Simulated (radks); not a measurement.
The numbers below are computed, except where a source is named.
Correlation energies from several functionals, in hartree. Species: Sr+ [Kr] 5s1; Eu2+ [Xe] 4f7; Tl2+ [Xe] 4f14 5d10 6s1. Level of theory: non-relativistic Kohn-Sham, exchange-only LDA, spin-polarised, spherical densities, point nucleus (a radial shooting solver on a logarithmic mesh with Libxc functionals). Every spin shell is full or empty, so the densities are truly spherical. Functionals are evaluated on that one density, not self-consistently.

functional      Sr+     Eu2+     Tl2+
PW92        -3.4008  -6.1100  -8.3435
VWN5        -3.4162  -6.1363  -8.3777
Wigner      -1.9384  -3.2194  -4.2781
Chachiyo    -3.3532  -6.0280  -8.2533
PBE         -1.8228  -3.4872  -4.9122
PBEsol      -2.0835  -3.9269  -5.4947
LYP         -1.8079  -3.2030  -4.3354
P86         -2.0777  -3.9356  -5.5129
PW91        -1.9792  -3.7589  -5.2701
AM05        -3.1455  -5.7245  -7.8673
SCAN        -1.8259  -3.5190  -4.9391
r2SCAN      -1.8415  -3.5353  -4.9530
B95         -2.2059  -4.3093  -6.1028
